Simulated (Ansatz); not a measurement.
`N=C=C([SiH3])[SeH]` and `N=C=C[SiH3]` differ in one atom or group.

Ansatz, PBE0-D4/def2-TZVP geometries, multiplicity 1. Each molecule was computed in one conformer, which needn't be the lowest.

Scalar relativity is left out up to krypton.

```
                                                                                  property  `N=C=C([SiH3])[SeH]`
                                                        HOMO energy (PBE0/def2-TZVPP) / eV                 -6.79
                                                   HOMO–LUMO gap (ωB97M-V/def2-TZVPP) / eV                  9.98
                                                     LUMO energy (ωB97M-V/def2-TZVPP) / eV                  1.04
                                            size of the dipole moment (PBE/def2-TZVPP) / D                  1.87
ideal-gas entropy at 298 K and 1 bar (rigid rotor, harmonic PBE0-D4/def2-TZVP) / J/(mol·K)                   364
                                          size of the dipole moment (B3LYP/def2-TZVPP) / D                  1.89
```

(1) What does the change do to each property? (Best estimate.)

## Answers

(1) Ansatz gave: 
| property | `N=C=C[SiH3]` | shift |
| --- | --- | --- |
| HOMO energy (PBE0/def2-TZVPP) / eV | -7.07 | -0.28 |
| HOMO–LUMO gap (ωB97M-V/def2-TZVPP) / eV | 11.16 | 1.18 |
| LUMO energy (ωB97M-V/def2-TZVPP) / eV | 1.93 | 0.89 |
| size of the dipole moment (PBE/def2-TZVPP) / D | 1.42 | -0.45 |
| ideal-gas entropy at 298 K and 1 bar (rigid rotor, harmonic PBE0-D4/def2-TZVP) / J/(mol·K) | 309 | -55 |
| size of the dipole moment (B3LYP/def2-TZVPP) / D | 1.45 | -0.44 |

With PBE0 the HOMO falls by 0.28 eV and the LUMO rises by 0.87 eV, so the gap widens by about 1.15 eV. PBE moves the HOMO by -0.26 eV and ωB97M-V by -0.27 eV. The zero-point energy changes by 3.6 kJ/mol with -3 modes. Dipoles are sizes alone; their direction can turn.

B3LYP here is the variant with VWN-RPA as its local correlation; programs differ in this.

Spin–orbit coupling is left out; it splits and shifts lone-pair levels of the heavy atoms by tenths of an eV.
